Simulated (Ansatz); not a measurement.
The same path of BrF$_{3}$H$_{3}$HfN (9 atoms, charge 0, multiplicity 1) was run twice with different band settings.

The calculation used RKS B3LYP-D4/def2-SVP (Ansatz 0.2.0).

Relaxed end points:

```xyz
9
Properties=species:S:1:pos:R:3
Hf -0.546 0.306 0.042
N -0.276 -0.427 2.354
H 0.525 -1.055 2.457
H -0.119 0.354 2.996
F 1.173 1.063 0.464
F -0.649 0.828 -1.801
F -0.629 -1.603 -0.183
Br -2.621 1.479 0.960
H -1.092 -0.932 2.710
```

```xyz
9
Properties=species:S:1:pos:R:3
Hf -0.547 0.321 0.047
N -0.271 -0.429 2.365
H -0.097 -1.437 2.405
H 0.530 0.030 2.807
F 1.030 1.298 0.559
F -0.623 0.849 -1.794
F -0.364 -1.578 -0.207
Br -2.806 1.201 0.861
H -1.086 -0.242 2.954
```

Common settings: movable images 9; climbing image yes; spring 5.0 eV/Å²; optimiser quadratic models (default); force threshold 0.05 eV/Å; iteration limit 60; end points relaxed.

| run | start path |
| --- | --- |
| 1 | through a guess of the saddle point |
| 2 | straight line |

**Question.** What does each run give, and how far can it be trusted?

**Answer.** Run 1: converged after 19 iterations, highest image 0.269 eV above the first end. The profile has 2 maxima (images 4, 7) with wells between them (image 6): this band takes more than one step, which may be the mechanism or a detour left from its start path. A vibrational analysis at the climbing image gives one clearly imaginary mode, 50i cm⁻¹, and a faint second one (25i cm⁻¹) that may be numerical noise or a soft torsion: probably a first-order saddle point.
Run 2: converged after 6 iterations, highest image 0.014 eV above the first end. The highest image is an end point: on this band no image between the ends rises above it.
